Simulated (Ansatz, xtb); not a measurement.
## Two isomers of C4H11BSi

Structure I: `B[C@@H](C=C)[SiH2]C`, a singlet. Structure II: `BC[Si@@H](C)C=C`, a singlet. Both are isolated molecules in the gas phase, relaxed with B3LYP/def2-SVP; each stands in its lowest conformer found.

**Question.** Which of the two would you expect CCSD(T)/def2-SVP + ΔMP2/def2-TZVPP electronic energies to favour?

**Answer.** Structure II; the calculation gives E(II) − E(I) = −7.1 kcal/mol.

How the difference moves with the method:

```csv
level,geometry,E(II) − E(I) (kcal/mol),departure from the last row (kcal/mol),"job, with rough time for the two"
B3LYP/def2-SVP,B3LYP/def2-SVP,−6.1,+1.0,"optimisation, 1.7 min"
HF/def2-SVP,B3LYP/def2-SVP,−7.6,−0.5,part of the CCSD(T) run
MP2/def2-SVP,B3LYP/def2-SVP,−5.0,+2.1,part of the CCSD(T) run
CCSD(T)/def2-SVP,B3LYP/def2-SVP,−5.0,+2.1,single point
CCSD(T)/def2-SVP + ΔMP2/def2-TZVPP,B3LYP/def2-SVP,−7.1,,"single point, 42 s"
```

As drawn, II has 1 C–Si, 1 C–H in place of 1 C–C, 1 Si–H.

The levels shown agree on the order. The largest departure from CCSD(T)/def2-SVP + ΔMP2/def2-TZVPP is that of CCSD(T)/def2-SVP, 2.1 kcal/mol. Levels run at GFN2-xTB geometries aren't shown. The last row adds to CCSD(T) the change of the MP2 difference between the two basis sets, here −2.1 kcal/mol.

With thermal terms from frequencies at re-optimised GFN2-xTB minima (ideal gas, soft modes damped towards free rotors, one conformer each, 298.15 K, 1 atm): the zero-point term adds +0.8 kcal/mol; ΔH is −6.0 and ΔG −6.8 kcal/mol.

The correlated steps freeze 10 core orbitals. Run with Ansatz 0.2.0, xtb 6.7.1; the last row on 2 threads of Intel(R) Xeon(R) 6975P-C (Granite Rapids) on a shared host.
